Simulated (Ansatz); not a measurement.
`NC(F)[TeH]` + `CCC[SiH2]O` → `CCC[TeH]` + `NC(F)[SiH2]O`  (redistribution)

Isolated molecules relaxed with PBE0-D4/def2-TZVP in Ansatz; ΔE leaves out vibrations. CBS: MP2 limit from def2 TZ/QZ plus the TZ coupled-cluster correction, frozen cores. DFT in def2-TZVPP. Elements past krypton have def2 core potentials. For Te outer-core shells are correlated without core-valence functions, which leaves a few kJ/mol of doubt a bond. Each species was taken in one conformer, which may not be the lowest.

`NC(F)[TeH]`:

```xyz
8

N     0.832    0.075    1.044
C    -0.010    0.395   -0.027
F    -1.124    1.064    0.415
Te   -0.712   -1.374   -1.132
H     0.569   -0.738    1.581
H     1.814    0.085    0.821
H     0.510    1.038   -0.735
H    -1.879   -0.545   -1.967
```

`CCC[SiH2]O`:

Z-matrix (Å, degrees):
```
C
C 1 1.520
H 1 1.094 2 111.0
H 1 1.094 2 112.0 3 -119.5
H 1 1.092 2 111.3 3 120.0
C 2 1.529 1 113.7 3 58.1
H 2 1.095 1 109.0 3 -64.2
H 2 1.096 1 109.6 3 -179.3
Si 6 1.872 2 115.7 1 64.2
H 6 1.096 2 109.8 1 -174.8
H 6 1.098 2 110.2 1 -58.4
O 9 1.653 6 111.8 2 52.2
H 9 1.484 6 109.6 2 169.0
H 9 1.492 6 110.8 2 -70.7
H 12 0.957 9 117.7 6 -78.2
```

`CCC[TeH]`:

Z-matrix (Å, degrees):
```
C
C 1 1.521
H 1 1.092 2 111.2
H 1 1.093 2 111.1 3 -120.1
H 1 1.093 2 111.1 3 120.0
C 2 1.516 1 111.8 3 180.0
H 2 1.095 1 109.6 3 58.2
H 2 1.095 1 109.6 3 -58.2
Te 6 2.156 2 110.2 1 179.9
H 6 1.090 2 111.3 1 60.8
H 6 1.090 2 111.3 1 -61.1
H 9 1.658 6 93.9 2 179.7
```

`NC(F)[SiH2]O`:

Z-matrix (Å, degrees):
```
C
F 1 1.431
Si 1 1.895 2 105.4
N 1 1.400 2 112.9 3 -123.2
H 1 1.094 2 105.0 3 117.8
O 3 1.645 1 106.8 2 164.0
H 3 1.486 1 109.9 2 43.2
H 3 1.491 1 107.7 2 -75.5
H 4 1.011 1 114.1 2 -63.6
H 4 1.010 1 113.8 2 64.5
H 6 0.957 3 118.4 1 -171.3
```

| level | ΔE (eV) |
| --- | --- |
| ωB97X-V | -0.07 |
| CCSD(T)/def2-TZVPP | -0.08 |

Q: What does CCSD(T)/CBS give? (Estimate.)

A: Computed: -0.08 eV. The listed levels differ from it by 0.01, 0.00 eV.

Largest T1 diagnostic among the species: 0.012.

In def2-TZVPP, CCSD(T) changes the Hartree–Fock value by +0.07 eV (the triples alone add +0.02 eV) and MP2 by +0.07 eV.
